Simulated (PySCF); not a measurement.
A structure optimised at PBE0-D3(BJ)/def2-TZVP, used in a PySCF frequency run:

```
Ge
H 1 1.5359
H 1 1.5359 2 111.08
N 1 1.8432 2 106.86 3 -116.21
H 4 1.0111 1 113.54 2 177.55
H 4 1.0111 5 108.01 1 -126.85
H 1 1.5476 2 108.79 3 119.72
```

Write its SMILES, formula and point group.

[NH2][GeH3], GeH₅N, Cs

What are its rotational constants (standard atomic weights)?

62.912, 9.5300, 9.3310 GHz
